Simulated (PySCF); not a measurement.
## Electric field gradients and quadrupole coupling constants

Compound: C6H6O2Si.
Structure used (GFN2-xTB), in Å, numbered top down from 1:
```
atom  x, y, z in Å
C1     2.6379    0.0599   -0.5483
C2     1.4550    0.1532   -0.7132
C3     0.0362    0.3435   -0.9025
C4    -0.3544    1.6755   -0.2323
O5    -0.2499    2.7866   -0.6629
Si6   -1.1465    0.7930    1.3025
C7    -0.8630   -0.5841   -0.0519
C8    -0.2960   -1.8383    0.4713
O9    -0.9447   -2.7707    0.8726
H10    3.6735   -0.0503   -0.4230
H11   -0.1872    0.3195   -1.9729
H12   -2.5276    1.0730    1.6681
H13   -0.2430    0.6943    2.4415
H14   -1.8054   -0.7980   -0.5596
H15    0.8105   -1.8491    0.5188
```

Field gradients from the PBE0/pcSseg-1 density (PySCF, non-relativistic), principal values in atomic units, ordered |Vxx| ≤ |Vyy| ≤ |Vzz|:

```tsv
atom	Vxx	Vyy	Vzz
O5	0.3209	1.5896	-1.9104
O9	0.5211	1.4805	-2.0016
```

**Question.** Find the asymmetry η = (Vxx − Vyy)/Vzz and the couplings χ = eQV/h (234.96 MHz × Q in barn × V in au), with Q(17O) = −0.0256 b.

**Answer.** 
```tsv
atom	environment	nucleus	η	χzz (MHz)	χxx (MHz)	χyy (MHz)
O5	carbonyl oxygen	17O	0.66	11.49	-1.93	-9.56
O9	aldehyde oxygen	17O	0.48	12.04	-3.13	-8.91
```

The tensor is traceless: Vxx + Vyy + Vzz = 0.

**Question.** What is Vzz at O9 in SI units (1 au = 9.71736 × 10²¹ V/m²)?

**Answer.** -2.0016 au = -19.451 × 10²¹ V/m².

**Question.** And the gradient at the other heavy atoms, for which no coupling is worked out here?

**Answer.** 
```
atom                    environment  Vzz (au)     η
  C1         terminal alkyne carbon    -0.291  0.10
  C2                  alkyne carbon    -0.262  0.05
  C3  sp3 carbon next to a carbonyl     0.102  0.74
  C4                carbonyl carbon     0.537  0.29
 Si6                   SiH2 silicon     0.610  0.11
  C7    sp3 carbon bound to silicon     0.115  0.23
  C8                aldehyde carbon     0.555  0.09
```

**Question.** What couplings would deuterons (Q(2H) = 0.00286 b) have in place of the hydrogens, at this geometry?

**Answer.** 
| atom | bonded to | bond length (Å) | Vzz (au) | η | χzz (kHz) |
| --- | --- | --- | --- | --- | --- |
| H10 | C1 | 1.049 | 0.3952 | 0.00 | 266 |
| H11 | C3 | 1.094 | 0.2984 | 0.03 | 200 |
| H12 | Si6 | 1.456 | 0.1666 | 0.01 | 112 |
| H13 | Si6 | 1.457 | 0.1656 | 0.02 | 111 |
| H14 | C7 | 1.092 | 0.3070 | 0.05 | 206 |
| H15 | C8 | 1.108 | 0.2629 | 0.03 | 177 |

Isolated species at its GFN2-xTB geometry (one conformer only). GFN2-xTB bond lengths can be off by several hundredths of an ångström, more for odd bonds, and the gradients follow them. A larger basis could move these couplings by a tenth or more.
